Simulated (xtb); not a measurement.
C2H7BN2O, SMILES B(N)(/N=C/C)O. All values are semi-empirical tight-binding results from xtb (GFN2-xTB unless named), good for trends rather than for accurate numbers. Geometry: GFN2-xTB. The structure was generated by enumeration; whether it is a known compound was not checked. The values are those of a single conformer.

Optimised geometry:

```xyz
13

C      2.7313     0.1178     0.2492
C      1.3012    -0.0155     0.6626
N      0.3599     0.0688    -0.1458
B     -1.0612    -0.0087    -0.2074
N     -1.7023    -1.2535    -0.3425
O     -1.8351     1.1216    -0.2623
H      3.1901     0.9517     0.7783
H      2.8032     0.2801    -0.8219
H      3.2745    -0.7860     0.5201
H      1.1542    -0.1880     1.7427
H     -1.2175    -2.1291    -0.3867
H     -2.6796    -1.3108    -0.5600
H     -1.3360     1.9324    -0.1900
```

```yaml
orbital_gap: 3.29 eV
dipole_moment: 2.03 D
zero_point_energy: 63.2 kcal/mol
G − E(el) at 298.15 K (modified RRHO): 43.2 kcal/mol
static polarisability (D4 model): 59.8 bohr³
solvation energy, GFN2-xTB/ALPB(water): -7.6 kcal/mol
solvation energy, GFN2-xTB/ALPB(acetonitrile): -8.4 kcal/mol
```

Computed IR lines (harmonic; lines under 4 % of the strongest left out, lines within 3 cm⁻¹ merged):
ν (cm⁻¹): 332 (m), 444 (w), 474 (m), 485 (w), 546 (m), 753 (w), 962 (w), 993 (m), 1104 (m), 1234 (vs), 1329 (s), 1363 (m), 1463 (w), 1515 (m), 1835 (s), 2766 (m), 3063 (w) (against the strongest line: vs over 80 %, s over 45 %, m over 15 %, w over 4 %, vw less)

Q: Give the atomic charges and the Wiberg bond orders between heavy atoms. (An estimate is asked for; the answer gives what the named calculation found.)

A: charges (e) C1 -0.12, C2 0.10, N3 -0.30, B4 0.40, N5 -0.37, O6 -0.49, H7 0.06, H8 0.06, H9 0.06, H10 0.00, H11 0.15, H12 0.16, H13 0.29. Bond orders C1–C2 1.03, C2–N3 1.94, N3–B4 1.10, B4–N5 1.22, B4–O6 1.10.
